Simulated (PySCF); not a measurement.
**`c1cc(S(=O)(=O)C(F)(F)F)ccc2cccc1-2`, C₁₁H₇F₃O₂S**

Cartesian coordinates in Å; atom numbers follow the order of the lines, from 1:
```xyz
24

O     3.2912    0.0709    1.9043
S     2.9180    0.4575    0.5812
O     3.4866    1.6359    0.0092
C     1.1375    0.3824    0.3351
C     0.5027   -0.4832    1.2046
C    -0.8462   -0.8115    1.2293
C    -1.8467   -0.3539    0.3935
C    -3.1909   -0.7216    0.4584
C    -3.8940   -0.0491   -0.5380
C    -3.0205    0.7598   -1.2612
C    -1.7339    0.6200   -0.7403
C    -0.6020    1.2655   -1.2001
C     0.6963    1.1568   -0.7203
C     3.4741   -0.9769   -0.5466
F     3.0700   -0.7446   -1.7981
F     4.7875   -1.1390   -0.5462
F     2.8999   -2.1133   -0.1436
H     1.1446   -0.9370    1.9469
H    -1.1543   -1.5150    1.9936
H    -3.6091   -1.4137    1.1651
H    -4.9501   -0.1402   -0.7204
H    -3.2884    1.3907   -2.0877
H    -0.7472    1.9339   -2.0400
H     1.4632    1.7456   -1.2039
```

Computed, not measured: PySCF 2.14.0, quadratic response PBE0/def2-SVPD first hyperpolarisability, Taylor convention, gas phase. Geometry: GFN2-xTB.

Give the tensor of the static β(0;0,0) in the axes of these coordinates.

In au, Taylor convention; rows are the first index (the induced dipole):
|  | xx | yy | zz | xy | xz | yz |
| --- | --- | --- | --- | --- | --- | --- |
| x | -419.8 | +63.0 | +56.0 | -39.3 | -93.3 | -27.2 |
| y | -39.3 | -15.7 | -15.2 | +63.0 | -27.2 | -5.4 |
| z | -93.3 | -5.4 | +9.8 | -27.2 | +56.0 | -15.2 |

Norm of βᵢ = ⅓ Σⱼ (βᵢⱼⱼ + βⱼᵢⱼ + βⱼⱼᵢ): 321.4 au, hyper-Rayleigh value 173.6 au.
